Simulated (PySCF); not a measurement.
**Working out the ionisation energy of C⁺**

C⁺ [He] 2s2 2p1 (2P) → C²⁺ [He] 2s2 (1S). Computed with PySCF 2.14 in aug-cc-pVTZ (5s4p3d2f, 46 functions), with the non-relativistic Hamiltonian (point nucleus). Frozen: 1s2. Energies in hartree (1 hartree = 27.21139 eV):

```json
{"part": "UHF", "C⁺ (lower)": "-37.294960", "C²⁺ (upper)": "-36.407465"}
{"part": "CCSD correlation", "C⁺ (lower)": "-0.074694", "C²⁺ (upper)": "-0.072933"}
{"part": "(T)", "C⁺ (lower)": "-0.001159", "C²⁺ (upper)": "0.000000"}
```

**Question.** What does Hartree-Fock give?

**Answer.** (-36.407465) − (-37.294960) = 0.887495 hartree = 24.150 eV.

**Question.** What do CCSD and CCSD(T) give?

**Answer.** The CCSD correlation energies differ by 0.001761 hartree = 0.048 eV and the triples by 0.001159 hartree = 0.032 eV, so CCSD gives 24.198 eV and CCSD(T) 24.230 eV.

Measured between the centres of the two terms (NIST): 24.378 eV, so CCSD(T) (valence) is off by -0.148 eV.

The coupled-cluster amplitudes are large, so a single reference is strained.

What remains against the reference includes basis incompleteness, the frozen core and higher excitations.
